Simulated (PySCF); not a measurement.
Nickel: a sound run and one with changed settings

Sound run: Ni⁺ [Ar] 3d9, Ni²⁺ [Ar] 3d8. All numbers are calculated (PySCF 2.14, no relativity, point nucleus, in def2-TZVP (6s4p4d1f, 45 functions)). In the sound run the correlated levels freeze [Ar]. The sound run starts from symmetry-adapted Hartree-Fock orbitals and uses a fine grid where one is needed.

A second run was set up differently.

| species | method | sound run (hartree) | changed run (hartree) | converged |
| --- | --- | --- | --- | --- |
| Ni⁺ | MP2 | -1506.86808 | -1507.16422 | yes |
| Ni²⁺ | MP2 | -1506.20611 | -1506.47633 | yes |

Ionisation energy of Ni⁺:

| method | sound run (eV) | changed run (eV) |
| --- | --- | --- |
| UHF | 15.204 | 15.204 |
| MP2 | 18.013 | 18.718 |
| SCS-MP2 | 17.734 | 18.268 |

(1) What was changed?
A. too few SCF iterations
B. all electrons correlated in a valence basis
C. basis contracted for another Hamiltonian
D. level shift left on

## Answers

(1) B. A valence basis has no tight correlating functions, so it recovers only part of the core correlation, and not evenly between atom and ion.
